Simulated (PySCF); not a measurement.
B2O2, charge +3, doublet, geometry from GFN2-xTB of the parent state (a state made from the parent by changing its charge; the spin is typed, not shown lowest); PBE0/def2-SVP run with PySCF.

The PySCF input:
```python
from pyscf import gto, scf, dft

mol = gto.Mole()
mol.atom = '''
    O    -0.000000   -0.000000   -2.002486
    B    -0.000000   -0.000000   -0.838130
    B     0.000000    0.000000    0.838130
    O     0.000000    0.000000    2.002486
'''
mol.basis = 'def2-svp'
mol.charge = 3
mol.spin = 1
mol.verbose = 4
mol.build()

mf = dft.ROKS(mol)
mf.xc = 'pbe0'
mf.kernel()
```

Output, abridged:

```
PySCF version 2.14.0

[INPUT] verbose = 4
[INPUT] num. atoms = 4
[INPUT] num. electrons = 23
[INPUT] charge = 3
[INPUT] spin (= nelec alpha-beta = 2S) = 1
[INPUT] symmetry False subgroup None
[INPUT] Mole.unit = angstrom
[INPUT] Symbol           X                Y                Z      unit          X                Y                Z       unit  Magmom
[INPUT]  1 O      0.000000000000   0.000000000000  -2.002486000000 AA    0.000000000000   0.000000000000  -3.784150108276 Bohr   0.0
[INPUT]  2 B      0.000000000000   0.000000000000  -0.838130000000 AA    0.000000000000   0.000000000000  -1.583836156782 Bohr   0.0
[INPUT]  3 B      0.000000000000   0.000000000000   0.838130000000 AA    0.000000000000   0.000000000000   1.583836156782 Bohr   0.0
[INPUT]  4 O      0.000000000000   0.000000000000   2.002486000000 AA    0.000000000000   0.000000000000   3.784150108276 Bohr   0.0

nuclear repulsion = 67.6101702616081
number of shells = 24
number of NR pGTOs = 96
number of NR cGTOs = 56
basis = def2-svp
ecp = {}

******** <class 'pyscf.dft.roks.ROKS'> ********
method = ROKS
initial guess = minao
damping factor = 0
level_shift factor = 0
DIIS = <class 'pyscf.scf.diis.CDIIS'>
diis_start_cycle = 1
diis_space = 8
diis_damp = 0
SCF conv_tol = 1e-09
SCF conv_tol_grad = None
SCF max_cycles = 50
direct_scf = True
direct_scf_tol = 1e-13
num. doubly occ = 11  num. singly occ = 1
XC library pyscf.dft.libxc version 7.1.2
    S. Lehtola, C. Steigemann, M. J. T. Oliveira, and M. A. L. Marques,  SoftwareX 7, 1–5 (2018)
XC functionals = pbe0
    C. Adamo and V. Barone,  J. Chem. Phys. 110, 6158 (1999)
    M. Ernzerhof and G. E. Scuseria,  J. Chem. Phys. 110, 5029 (1999)
radial grids:
    Treutler-Ahlrichs [JCP 102, 346 (1995); DOI:10.1063/1.469408] (M4) radial grids

becke partition: Becke, JCP 88, 2547 (1988); DOI:10.1063/1.454033
pruning grids: <function nwchem_prune>
grids dens level: 3
symmetrized grids: False
atomic radii adjust function: <function treutler_atomic_radii_adjust>
small_rho_cutoff = 0
Set gradient conv threshold to 3.16228e-05
tot grids = 56256
init E= -200.200949626702
  HOMO = -0.50420930380283  LUMO = -0.498928720423367  gap/eV = 0.14369
cycle= 1 E= -196.789184503484  delta_E= 3.41  |g|= 0.997  |ddm|= 2.16
  HOMO = -1.24859316086899  LUMO = -1.23304860123553  gap/eV = 0.42299
cycle= 2 E= -192.830793743484  delta_E= 3.96  |g|= 4.11  |ddm|= 2.71

WARN: HOMO -1.32373536992965 >= LUMO -1.35182031472243

cycle= 3 E= -197.187529416667  delta_E= -4.36  |g|= 0.779  |ddm|= 2.48
  HOMO = -1.32797703484727  LUMO = -1.32133655658128  gap/eV = 0.18070
cycle= 4 E= -197.342820652034  delta_E= -0.155  |g|= 0.248  |ddm|= 0.327
  HOMO = -1.30870394942612  LUMO = -1.2789251151389  gap/eV = 0.81032
cycle= 5 E= -197.363234491747  delta_E= -0.0204  |g|= 0.0374  |ddm|= 0.195
  HOMO = -1.3134580178747  LUMO = -1.27952821281278  gap/eV = 0.92328
cycle= 6 E= -197.363595249629  delta_E= -0.000361  |g|= 0.00272  |ddm|= 0.0215
  HOMO = -1.31297404314819  LUMO = -1.27903988420683  gap/eV = 0.92340
cycle= 7 E= -197.363596903788  delta_E= -1.65e-06  |g|= 0.000444  |ddm|= 0.0019
  HOMO = -1.31303980628676  LUMO = -1.2791098673086  gap/eV = 0.92328
cycle= 8 E= -197.363572773577  delta_E= 2.41e-05  |g|= 0.00985  |ddm|= 0.00376
  HOMO = -1.31304404846139  LUMO = -1.27911415407566  gap/eV = 0.92328
cycle= 9 E= -197.363596951245  delta_E= -2.42e-05  |g|= 0.000148  |ddm|= 0.00368
  HOMO = -1.31303415160984  LUMO = -1.27910148163443  gap/eV = 0.92335
cycle= 10 E= -197.36359695691  delta_E= -5.67e-09  |g|= 4.51e-06  |ddm|= 7.5e-05
  HOMO = -1.31303450009635  LUMO = -1.27910155923462  gap/eV = 0.92336
cycle= 11 E= -197.363596956923  delta_E= -1.3e-11  |g|= 2.01e-06  |ddm|= 6.18e-06
  HOMO = -1.3130345465021  LUMO = -1.27910158565326  gap/eV = 0.92336
Extra cycle  E= -197.363596955869  delta_E= 1.05e-09  |g|= 6.44e-05  |ddm|= 2.39e-05
converged SCF energy = -197.363596955869
```
